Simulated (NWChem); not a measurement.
# CH5BrOSi; SMILES C[SiH](O)Br

```xyz
9

Si    -0.0875    -1.0806     0.3945
C      1.4749    -1.7872    -0.3075
O     -1.3574    -1.8397    -0.3517
Br    -0.1632     1.1235    -0.0157
H     -0.1790    -1.2015     1.8773
H      1.5231    -2.8696    -0.1102
H      2.3561    -1.3073     0.1433
H      1.5080    -1.6288    -1.3957
H     -2.2450    -1.5505    -0.1195
```
Atoms are numbered in this order, from 1.

Results from NWChem. Geometry optimised at PBE0/def2-SVP; all other runs use it. This build's default masses of Se (78.918 u) and Br (79.917 u) are each other's, which moves their modes by up to 0.6 %.

| quantity | level | value |
|---|---|---|
| dipole in solution (D) in n-hexane | PBE0/def2-SVP, SMD | 1.50 |
| vertical ionisation energy, ΔSCF (eV) | CAM-B3LYP/def2-SVP | 10.53 |
| vertical, lowest state with f > 0.02, singlet (eV) | CAM-B3LYP/def2-SVPD, TDA | 7.28 |
| anisotropy (bohr³), static | CAM-B3LYP/def2-SVPD | 15.5 |
| dipole (D) | PBE0/def2-SVP | 1.37 |
| highest harmonic frequency (cm⁻¹) | PBE0/def2-SVP | 3931 |
